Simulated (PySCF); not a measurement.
PySCF input file for C₈H₆SSe, SMILES [se]1cccc1-c1cccs1, PBE/pcSseg-1. Geometry optimised at PBE0-D3(BJ)/def2-SVP. Other conformers were not sampled.

```python
import numpy as np
from pyscf import gto, scf, dft
from pyscf.prop.nmr import rks as nmr

mol = gto.M(
    atom='''
    C    -1.27803761    3.04299184    0.00000000
    C    -0.01150443    3.56570168    0.00000000
    S     1.18382359    2.33369747    0.00000000
    C    -0.01376540    1.07589080    0.00000000
    C     0.37877604   -0.31674648    0.00000000
    C     1.64924237   -0.84526757    0.00000000
    C     1.71984063   -2.26668481    0.00000000
    C     0.50949194   -2.90021560    0.00000000
    Se   -0.89486620   -1.69148739    0.00000000
    C    -1.28059688    1.62415610    0.00000000
    H    -2.18051148    3.65518544    0.00000000
    H     0.28661252    4.61315479    0.00000000
    H     2.53822667   -0.21004378    0.00000000
    H     2.66652328   -2.81058200    0.00000000
    H     0.32106450   -3.97309104    0.00000000
    H    -2.18832217    1.01783263    0.00000000
    ''',
    basis='pcSseg-1',
    charge=0,
    spin=0,
    max_memory=1600,
    verbose=3,
)
mf = dft.RKS(mol, xc='pbe').density_fit(auxbasis='def2-universal-jkfit')
mf.grids.level = 3
mf.conv_tol = 1e-10
mf.max_cycle = 100
mf.kernel()
n = nmr.NMR(mf)
n.verbose = 2
n.max_cycle_cphf = 60
sigma = n.kernel()
print('atom   isotropic/ppm   span/ppm')
for i, s in enumerate(sigma):
    w = np.linalg.eigvalsh((s + s.T) / 2)
    print(f'{mol.atom_symbol(i):2s}{i + 1:3d} {w.mean():14.3f} {w[2] - w[0]:11.3f}')
```

Program output:

```
converged SCF energy = -3106.97013645751
atom   isotropic/ppm   span/ppm
C   1         50.241     165.244
C   2         53.588     164.911
S   3        265.177     222.391
C   4         35.440     134.279
C   5         28.730     140.628
C   6         54.763     140.950
C   7         48.344     160.092
C   8         46.152     173.019
Se  9       1112.099     450.948
C  10         55.084     143.570
H  11         24.357       5.496
H  12         24.436       5.575
H  13         23.957       8.482
H  14         24.313       6.596
H  15         24.086       6.545
H  16         24.099       9.388
```

Self-consistency was reached.

Cost: about 4 core-minutes (a rough figure).
